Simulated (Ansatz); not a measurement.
Isolated molecules relaxed with PBE0-D4/def2-TZVP in Ansatz; ΔE leaves out vibrations. CCSD(T)/CBS is the MP2 limit (def2-TZVPP, def2-QZVPP) plus CCSD(T) − MP2 in def2-TZVPP, frozen cores. This one scheme is used for every species. Functionals use def2-TZVPP. B3LYP here is the variant with VWN-RPA as its local correlation; programs differ in this. One conformer a species, not always the lowest.

Reaction (cleavage of the Si–Si bond): `CO[SiH](O)[SiH](O)O` + H–F → `CO[SiH](O)F` + `O[SiH2]O`

| level | ΔE (kcal/mol) | difference from CCSD(T)/CBS |
| --- | --- | --- |
| PBE-D4 | -39.9 | 6.0 |
| r2SCAN-D4 | -46.4 | -0.5 |
| PBE0-D4 | -41.9 | 4.0 |
| ωB97X-V | -45.9 | 0.0 |
| B2PLYP | -48.5 | -2.6 |
| PBE | -41.9 | 4.0 |
| r2SCAN | -47.1 | -1.2 |
| PBE0 | -43.8 | 2.1 |
| B3LYP | -48.2 | -2.3 |
| MP2/def2-TZVPP | -47.6 | -1.7 |
| SCS-MP2/def2-TZVPP | -48.8 | -2.9 |
| HF/def2-QZVPP | -55.0 | -9.1 |
| MP2/def2-QZVPP | -47.5 | -1.6 |
| HF/CBS(def2) | -55.1 | -9.2 |
| MP2/CBS(def2) | -47.0 | -1.1 |
| CCSD/CBS(def2) | -47.0 | -1.1 |
| CCSD(T)/CBS | -45.9 | 0 |

Largest T1 diagnostic among the species: 0.012.

The D4 term adds +3.1 kcal/mol with B3LYP and +1.9 kcal/mol with PBE0; it sums over pairs of atoms, weighted by their polarisabilities, and B3LYP, whose exchange is more repulsive, gets the larger term. In def2-TZVPP, CCSD(T) changes the Hartree–Fock value by +8.0 kcal/mol (the triples alone add +1.1 kcal/mol) and MP2 by +6.8 kcal/mol. From PBE to PBE0 (25 % exact exchange), in def2-TZVPP and without D4, ΔE moves by −1.9 kcal/mol.
